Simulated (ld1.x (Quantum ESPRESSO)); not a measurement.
## Before and after: PAW potential for N (Z = 7)

N (Z = 7), PAW, made with ld1.x (Quantum ESPRESSO) 7.5 (PBEsol, scalar-relativistic). Core [He], reference 2s2 2p3. Waves: 2s (bound): rcut 1.00, rcutus 1.05 bohr; 2s channel at 3 Ry: rcut 1.00, rcutus 1.05 bohr; 2p (bound): rcut 1.80, rcutus 1.90 bohr; 2p channel at 4.8 Ry: rcut 1.80, rcutus 1.90 bohr. Local part: all-electron potential smoothed inside 1.15 bohr (lloc = -1). Core correction: Bessel-smoothed model core inside 0.75 bohr. Augmentation charge: PSQ, inside the norm-conserving radii.

Change: local potential all-electron potential smoothed inside 1.52 bohr (lloc = -1).

Cutoffs: the cutoffs (Ry, on a coarse ladder) from which the occupation-weighted sum of valence levels, in a spherical-Bessel basis at the reference potential, stays within 10 and 1 mRy of its value at 400 Ry; they do not see the model core or the augmentation charge, which bear on the density cutoff. Errors are all-electron minus pseudo energies relative to the spin-unpolarised reference configuration.

**Question.** How do hardness, ghosts and transferability respond?

**Answer.** The potential gets harder (18 Ry and 30 Ry → 18 Ry and 35 Ry); of the 7 tests that both files solve, the error grows in 4 and shrinks in 0 by more than 15 % and 0.3 meV (median size 3.7 → 7.3 meV); neither file shows a bound ghost. The local part now departs from the all-electron potential out to 1.52 bohr, far beyond the s radius of 1.05 bohr, and whatever the projectors do not describe feels it: the likely cause.

```tsv
quantity	base	changed
cutoff, loose	18 Ry	18 Ry
cutoff, tight	30 Ry	35 Ry
loose cutoff by channel (10 mRy a level)	s 10 Ry, p 15 Ry	s 10 Ry, p 18 Ry
bound ghosts	none	none
error for 2s2 2p2, meV [ΔE 13.52 eV]	+3.7	+7.3
error for 2s2 2p1, meV [ΔE 42.26 eV]	+7.7	+15
error for 2s2 2p0, meV [ΔE 89.14 eV]	-6.0	-9.8
error for 2s0 2p5, meV [ΔE 22.90 eV]	-2.1	-1.8
error for 2s2 2p3.3, meV [ΔE -1.60 eV]	+0.4	+0.7
error for 2s1 2p0, meV [ΔE 166.66 eV]	-29	-37
error for 2s1 2p4, meV [ΔE 11.43 eV]	-0.6	-0.5
s: phases at 2.06 bohr within 0.05 rad from the reference energy up to (Ry; the scan ends near 5)	to the end of the scan	to the end of the scan
p: phases at 2.06 bohr within 0.05 rad from the reference energy up to (Ry; the scan ends near 5)	to the end of the scan	to the end of the scan
lowest overlap eigenvalue by channel	s 0.53, p 0.80	s 0.20, p 0.80
```
